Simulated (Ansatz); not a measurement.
```xyz
12

C     0.781   -0.995    1.510
Si   -0.286    0.467    1.075
S    -1.724   -0.045   -0.448
Si   -0.516    0.371   -2.127
F    -0.504    1.931   -2.472
H     1.484   -0.729    2.304
H     0.167   -1.829    1.856
H     1.354   -1.327    0.641
H    -1.089    0.912    2.241
H     0.540    1.600    0.584
H    -1.099   -0.339   -3.286
H     0.892   -0.018   -1.879
```

The species carries charge 0 and has multiplicity 1.

**Question.** List the PBE/def2-TZVPP orbital energies in eV (the Gaussian-basis code of Ansatz). (Estimate.)

**Answer.** Ansatz gave: Occupied: -2395.68, -1780.98, -1780.19, -659.86, -268.91, -208.68, -154.79, -154.74, -154.64, -138.57, -137.88, -95.35, -95.31, -95.25, -94.67, -94.59, -94.57, -29.57, -18.35, -17.48, -13.61, -12.65, -11.01, -10.77, -10.62, -10.33, -10.24, -8.83, -8.73, -8.48, -7.97, -7.64, -6.57. Lowest empty: -0.85, -0.57, -0.25, -0.05, 0.09, 1.07, 1.13, 1.42.
